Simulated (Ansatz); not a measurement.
Program: Ansatz. Geometries: PBE0-D4/def2-TZVP. ΔE: electronic, gas phase. CBS: MP2 limit from def2 TZ/QZ plus the TZ coupled-cluster correction, frozen cores. DFT in def2-TZVPP. B3LYP here is the variant with VWN-RPA as its local correlation; programs differ in this. Each species was taken in one conformer, which may not be the lowest.

`C[SiH2][AlH][F]` + `CNCC=S` → `C[SiH2]CC=S` + `C[NH][AlH][F]`  (formal exchange of groups at the Si–Al bond)

(1) Is it downhill or uphill in electronic energy at CCSD(T)/CBS, and by how much? (Estimate.)

(2) What do these levels give: B3LYP-D4, ωB97X-V, ωB97M-V, PBE, CCSD/def2-TZVPP, HF/CBS(def2)? (An estimate is asked.)

Largest T1 diagnostic among the species: 0.015.

Answers

(1) Computed: Downhill: ΔE = -40.0 kcal/mol.

(2) Ansatz gave: B3LYP-D4 -40.2, ωB97X-V -38.1, ωB97M-V -40.9, PBE -35.8, CCSD/def2-TZVPP -39.3, HF/CBS(def2) -39.4 kcal/mol.

From PBE to PBE0 (25 % exact exchange), in def2-TZVPP and without D4, ΔE moves by −0.8 kcal/mol. The D4 term adds −1.1 kcal/mol with B3LYP and −0.6 kcal/mol with PBE0; it sums over pairs of atoms, weighted by their polarisabilities, and B3LYP, whose exchange is more repulsive, gets the larger term.
